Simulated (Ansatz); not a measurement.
Cost and result for the atomization energy of `C[SiH](C)[SeH]` (12 atoms, 11 bonds).

Z-matrix (Å, degrees):
```
C
Si 1 1.866
H 1 1.093 2 110.9
H 1 1.092 2 111.2 3 120.6
H 1 1.093 2 110.1 3 -119.6
C 2 1.866 1 112.1 3 59.9
Se 2 2.293 1 105.4 3 -60.9
H 2 1.489 1 110.2 3 -178.2
H 6 1.092 2 111.0 1 -178.3
H 6 1.094 2 110.3 1 62.0
H 6 1.092 2 110.7 1 -58.2
H 7 1.469 2 93.4 1 -178.4
```

Total charge 0; spin multiplicity 1. Correlated methods include outer-core shells of Se, which these sets cover unevenly. Scalar relativity is left out up to krypton. All single points use the PBE0-D4/def2-TZVP geometry. It is one conformer, not always the lowest. Program: Ansatz. All runs use 4 threads of an Arm Neoverse V2 on a shared host. Times are those of one run each, without the atoms' runs, and a repeat can differ threefold. Electronic energies, without spin–orbit coupling; frozen cores. CCSD(T)/CBS adds CCSD(T) − MP2 in def2-TZVPP to the MP2 limit, and its time is that of the two runs behind it. T1 = 0.009. With those shells the extrapolation isn't a true limit. HSE06 is the plane-wave form, built on full-range PBE exchange.

CCSD(T)/CBS is a level of theory with its own doubt, some kJ/mol a heavy atom from the limit and from the frozen cores, so smaller differences don't rank the functionals.

| level | functions | atomization (kJ/mol) | difference from CCSD(T)/CBS | per bond |
| --- | --- | --- | --- | --- |
| CCSD(T)/def2-SVP | 118 | 3954.2 | -240.2 | -21.8 |
| LDA (SPW92)/def2-TZVPP | 264 | 4687.6 | 493.2 | 44.8 |
| CCSD(T)/CBS(def2) | – | 4194.4 | 0.0 | 0.0 |
| ωB97X-V/def2-TZVPP | 264 | 4197.7 | 3.3 | 0.3 |
| ωB97M-V/def2-TZVPP (with forces) | 264 | 4186.8 | -7.6 | -0.7 |
| PBE-D4/def2-TZVPP (with forces) | 264 | 4211.1 | 16.7 | 1.5 |
| B97M-V/def2-TZVPP | 264 | 4194.7 | 0.3 | 0.0 |
| CAM-B3LYP-D4/def2-TZVPP | 264 | 4189.9 | -4.5 | -0.4 |
| CCSD(T)/def2-TZVPP | 264 | 4093.4 | -101.0 | -9.2 |
| BLYP-D4/def2-TZVPP | 264 | 4145.0 | -49.4 | -4.5 |
| r2SCAN-D4/def2-TZVPP (with forces) | 264 | 4195.0 | 0.6 | 0.1 |
| HSE06-D4/def2-TZVPP | 264 | 4183.8 | -10.6 | -1.0 |
| MP2/def2-QZVPP | 513 | 4163.8 | -30.6 | -2.8 |

Question: Order the runs by time, with rough figures. (Estimate.)

Answer: Computed: LDA (SPW92)/def2-TZVPP 1.2 s; BLYP-D4/def2-TZVPP 2 s; PBE-D4/def2-TZVPP (with forces) 2.5 s; HSE06-D4/def2-TZVPP 3.6 s; CAM-B3LYP-D4/def2-TZVPP 3.7 s; r2SCAN-D4/def2-TZVPP (with forces) 5.5 s; CCSD(T)/def2-SVP 7 s; ωB97X-V/def2-TZVPP 8 s; B97M-V/def2-TZVPP 9.5 s; ωB97M-V/def2-TZVPP (with forces) 12 s; MP2/def2-QZVPP 27 s; CCSD(T)/def2-TZVPP 3.6 min; CCSD(T)/CBS(def2) 4 min.

In def2-TZVPP, CCSD(T) changes the Hartree–Fock value by +933.0 kJ/mol (the triples alone add +46.1 kJ/mol) and MP2 by +944.3 kJ/mol; breaking electron pairs costs correlation energy, which Hartree–Fock lacks. From BLYP to BHLYP (50 % exact exchange), in def2-TZVPP and without D4, the atomization energy moves by −10.9 kJ/mol: exact exchange takes away binding that semilocal exchange gives to molecules. The D4 term adds +42.3 kJ/mol with B3LYP and +22.3 kJ/mol with PBE0; it sums over pairs of atoms, weighted by their polarisabilities, and B3LYP, whose exchange is more repulsive, gets the larger term.

B3LYP here is the variant with VWN-RPA as its local correlation; programs differ in this.

For some Ge, Se and Sn compounds the MP2-based and the directly extrapolated limit differ by 10 to 25 kJ/mol.
